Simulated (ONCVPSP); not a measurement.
**Configuration tests for As (ONCV)**

| Quantity | Value |
| --- | --- |
| Element | As (Z = 33) |
| Generator | ONCVPSP 4.0.1 |
| Type | optimised norm-conserving Vanderbilt (ONCV) |
| Functional | PBE |
| Relativity | non-relativistic |
| Frozen core | [Ne] |
| Valence charge | 23 |
| Reference configuration | 3s2 3p6 3d10 4s2 4p3 |
| Partial waves | 3s+4s: rc 0.85 bohr, ncon 3, nbas 8, qcut 16 1/bohr, 2 projectors; 3p+4p: rc 1.20 bohr, ncon 5, nbas 8, qcut 12.8 1/bohr, 2 projectors; 3d: rc 1.00 bohr, ncon 5, nbas 9, qcut 18.2 1/bohr, 1 projector |
| Local potential | polynomial inside 0.60 bohr (lpopt 4, dvloc0 0 Ha) |
| Core correction | Teter function fitted to the true core (icmod 2), fcfact 0.3 |

Energies are relative to the spin-unpolarised reference configuration 3s2 3p6 3d10 4s2 4p3; without spin polarisation the order of configurations can differ from experiment.

```csv
valence configuration,charge,ΔE all-electron (eV),error AE − PS (meV)
3s2 3p6 3d10 4s2 4p0,+3,54.780,+0.1
3s2 3p5 3d10 4s2 4p3,+1,143.052,-24
```

What are ΔE and the potential's error for 3s2 3p6 3d10 4s2 4p2?

ΔE = 9.181 eV all-electron; the error (AE − PS) is 0.0 meV.

What are ΔE and the potential's error for 3s2 3p6 3d10 4s2 4p1?

ΔE = 27.106 eV all-electron; the error (AE − PS) is 0.0 meV.

Levels in the configuration 3s2 3p5 3d10 4s2 4p3:

```tsv
level	all-electron (eV)	pseudo (eV)
3s	-206.160	-206.279
3p	-154.351	-154.405
3d	-63.185	-63.256
4s	-25.647	-25.652
4p	-15.259	-15.260
```
